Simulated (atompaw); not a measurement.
How hard is this C PAW (atompaw) potential?

carbon, PAW, made with atompaw 4.2.0.5 (PBE, scalar-relativistic). Core [He], reference 2s2 2p1 (charge +1). Waves: 2s (bound): rc 1.25 bohr; 2s channel at -1.05 Ry: rc 1.25 bohr; 2p (bound): rc 2.30 bohr; 2p channel at -0.25 Ry: rc 2.65 bohr; 3d channel at 0.1 Ry: rc 2.65 bohr. Local part: bessel scheme, radius 2.10 bohr. Core correction: smooth core density matched at 2.25 bohr. Augmentation charge: besselshape compensation charge, radius 2.15 bohr; PAW radius 2.65 bohr; waves and projectors: custom polynom2 7 10 vanderbiltortho.

The pseudo-atom Hamiltonian at the reference potential is diagonalised in spherical Bessel functions j_l(qr) that vanish at 20 bohr, with q² up to the cutoff. All-electron valence levels (Ry): 2s -1.8932, 2p -1.2498.

Problem. How do the lowest levels (Ry) of each channel move with the cutoff, and are there ghosts?

Solution.

| cutoff (Ry) | s #1 | p #1 | p #2 | d #1 | f #1 | f #2 | Σ f·Δε (mRy) |
| --- | --- | --- | --- | --- | --- | --- | --- |
| 8 | -1.8908 | -1.2401 | -0.2535 | -0.1504 | -0.0437 | 0.0637 | 14.5 |
| 10 | -1.8917 | -1.2472 | -0.2545 | -0.1505 | -0.0437 | 0.0637 | 5.6 |
| 15 | -1.8920 | -1.2483 | -0.2551 | -0.1507 | -0.0437 | 0.0637 | 3.9 |
| 18 | -1.8926 | -1.2491 | -0.2551 | -0.1507 | -0.0437 | 0.0637 | 1.9 |
| 25 | -1.8931 | -1.2498 | -0.2553 | -0.1507 | -0.0437 | 0.0637 | 0.3 |
| 30 | -1.8932 | -1.2498 | -0.2553 | -0.1508 | -0.0437 | 0.0637 | 0.1 |
| 400 | -1.8932 | -1.2498 | -0.2554 | -0.1508 | -0.0437 | 0.0637 | 0.0 |

Result: no extra level below or beside the all-electron valence levels (s, p, d, f tested); 10 mRy is reached at 10 Ry and 1 mRy at 21 Ry.
